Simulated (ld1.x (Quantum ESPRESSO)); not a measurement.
**Reading a pseudo-wave (magnesium (Mg))**

Columns: radius, all-electron u(r) and pseudo u(r) of the 2p shell (level -46.71 eV) of magnesium in the configuration [He] 2s2 2p6 3s2 3p0; LDA (PZ), scalar-relativistic, TM semilocal scheme, ld1.x (Quantum ESPRESSO) 7.5.

| r (bohr) | all-electron | pseudo |
| --- | --- | --- |
| 0.053 | 0.1100 | 0.0393 |
| 0.105 | 0.3228 | 0.1492 |
| 0.158 | 0.5521 | 0.3187 |
| 0.210 | 0.7496 | 0.5195 |
| 0.262 | 0.9059 | 0.7284 |
| 0.315 | 1.0211 | 0.9235 |
| 0.368 | 1.0959 | 1.0795 |
| 0.420 | 1.1358 | 1.1823 |
| 0.473 | 1.1492 | 1.2339 |
| 0.525 | 1.1415 | 1.2381 |
| 0.578 | 1.1176 | 1.2066 |
| 0.630 | 1.0828 | 1.1531 |
| 0.683 | 1.0392 | 1.0872 |
| 0.735 | 0.9911 | 1.0197 |
| 0.788 | 0.9389 | 0.9530 |
| 0.840 | 0.8862 | 0.8917 |
| 0.893 | 0.8321 | 0.8335 |
| 0.945 | 0.7796 | 0.7798 |
| 0.998 | 0.7273 | 0.7273 |
| 1.050 | 0.6777 | 0.6777 |
| 1.102 | 0.6301 | 0.6301 |
| 1.155 | 0.5839 | 0.5839 |
| 1.208 | 0.5402 | 0.5402 |
| 1.260 | 0.4997 | 0.4997 |
| 1.313 | 0.4610 | 0.4610 |
| 1.365 | 0.4254 | 0.4254 |

**Question.** How many radial nodes do the two functions have?

**Answer.** The all-electron 2p function has n − l − 1 = 0; the pseudo-wave has 0.

**Question.** At about which radius was the pseudo-wave matched?

**Answer.** 1.05 bohr. The columns agree to 0.0005 from 0.94 bohr on; several derivatives are matched, so the curves merge somewhat inside the radius.

**Question.** Where does each function peak?

**Answer.** Outermost all-electron maximum near 0.47 bohr, pseudo maximum near 0.53 bohr (to the table’s step).

**Question.** Is the pseudo-wave norm-conserving?

**Answer.** Yes: the TM semilocal scheme keeps the norm inside the radius equal to the all-electron one, which fixes the energy derivative of the logarithmic derivative at the level.
